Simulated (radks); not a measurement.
The numbers below are computed, except where a source is named.
Effect of the nuclear size on the rhenium ion Re62+, [Ne] 3s2 3p1. Level of theory: Dirac Kohn-Sham, BLYP, spin-unpolarised, spherical densities, finite nucleus; open shells are shared between the two j in proportion to 2j + 1; Fermi nuclear charge, rms radius 5.3698 fm (a radial shooting solver on a logarithmic mesh with Libxc functionals). The rms radius is varied about that value; shifts are against it.

rms radius (fm)  total energy shift (eV)  density at nucleus (e/bohr^3)  1s1/2 shift (meV)  2s1/2 shift (meV)  2p1/2 shift (meV)  3s1/2 shift (meV)  3p1/2 shift (meV)  3p3/2 shift (meV)  4s1/2 (empty) shift (meV)
4.6825                             -15.7                      1.625e+06              -6330               -926              -15.4               -250              -6.26               10.7                      -98.8
5.0315                             -7.88                      1.584e+06              -3190               -466              -7.78               -126              -3.15               5.38                      -49.7
5.3698                                 0                      1.548e+06              0.000              0.000              0.000              0.000              0.000              0.000                      0.000
5.7349                              8.87                      1.512e+06               3590                524               8.80                142               3.56              -6.05                       56.0
6.5028                              28.7                      1.445e+06              11600               1700               28.7                459               11.6              -19.6                        181

Slopes of the eigenvalues against <r^2> in GHz/fm^2, as finite differences over the two radii next to the reference (eigenvalue slopes, not the field-shift constants of lines): 1s1/2 216000, 2s1/2 31600, 2p1/2 529, 3s1/2 8550, 3p1/2 215, 3p3/2 -365, 4s1/2 (empty) 3370.
